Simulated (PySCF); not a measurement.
One of the candidates below gave these computed data.

All candidates are C7H12.

* UV, strongest line: among the 6 lowest singlet transitions: S2 at 6.44 eV (192 nm, f = 0.112) [TDDFT B3LYP/def2-SVPD]
* Dipole: 0.24 D [B3LYP/def2-SVPD]
* Rotational structure: rotational constants A, B, C: 5.713, 1.719, 1.471 GHz [PBE0-D3(BJ)/def2-SVP]
* UV, first state: lowest singlet excitation: 5.93 eV (209 nm, f = 0.028) [TDDFT B3LYP/def2-SVPD]
* Polarisability: 83.6 au [B3LYP/def2-SVPD]

Electronic properties: PySCF, gas phase, density fitting. Levels stand in brackets. Geometry: PBE0-D3(BJ)/def2-SVP, one conformer, isolated molecule.

Question: Which candidate is it?
A. `C1CCC2(C1)CC2`
B. `C[C@H]1[C@@H]2CC[C@H]1C2`
C. `CCC1=CCCC1`

Answer: C. It is `CCC1=CCCC1`. Numbering: `[CH3:1][CH2:2][C:3]1=[CH:4][CH2:5][CH2:6][CH2:7]1`. Its formula, C7H12, gives 2 degrees of unsaturation: 1 ring and 1 π bond in the structure found. The optimised geometry has point group C1 and is an asymmetric top.

The others, at the same levels:
- `C[C@H]1[C@@H]2CC[C@H]1C2` fails: its computed lowest singlet excitation is 7.56 eV (164 nm, f = 0.018) (against 5.93 eV), static isotropic polarisability is 78.6 au (against 83.6 au) and rotational constant A is 4.803 GHz (against 5.713 GHz).
- `C1CCC2(C1)CC2` fails: its computed lowest singlet excitation is 6.97 eV (178 nm, f = 0.021) (against 5.93 eV), static isotropic polarisability is 79.5 au (against 83.6 au) and rotational constant A is 5.091 GHz (against 5.713 GHz).
